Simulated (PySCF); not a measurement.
ClHMgO. Atoms are numbered in the order given.

```xyz
4

Mg     0.0236    -0.5357     0.0000
Cl    -0.0021     1.6536     0.0000
O     -0.0883    -2.3215     0.0000
H      0.4591    -3.1112     0.0000
```
Charge 0, spin multiplicity 1.

The structure is a stationary point at PBE-D3(BJ)/def2-TZVP. The values are those of a single conformer.

The numbers are results of r2SCAN/def2-TZVPD in PySCF, not measurements.

Symmetry labels are those of the subgroup Cs that the program uses (full group Cs).

**Question.** List the valence orbital energies around the gap with their symmetry. (The exact figures need the calculation; the answer reports its results.)

**Answer.** 
```tsv
orbital	symmetry	energy (eV)
HOMO−7	A'	-24.33
HOMO−6	A'	-20.10
HOMO−5	A'	-11.54
HOMO−4	A'	-8.78
HOMO−3	A'	-7.73
HOMO−2	A"	-7.72
HOMO−1	A'	-7.19
HOMO	A"	-7.00
LUMO	A'	-1.74
LUMO+1	A'	-0.01
LUMO+2	A"	0.05
LUMO+3	A'	0.66
```
